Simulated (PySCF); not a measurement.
Correlation energy of Dy (dysprosium, neutral)

[Xe] 4f9 5d1 6s2, one real determinant (an excited configuration). Computed with PySCF 2.14 in cc-pVDZ-X2C, with the spin-free X2C one-electron Hamiltonian (Gaussian nucleus). Frozen: [Kr] 4d10; 20 electrons correlated.

```tsv
level	correlation energy (mhartree)
CCSD	-573.17
(T)	-20.93
CCSD(T)	-594.10
```

Diagnostics: T1 = 0.024, D1 = 0.1041, largest double amplitude 0.088.

Task: Is a single reference adequate?

Result: Mostly. T1 lies below 0.03, but a double amplitude of this size points to a near-degeneracy that CCSD handles and MP2 describes poorly.

The reference is one real determinant that mixes LS terms of this configuration.
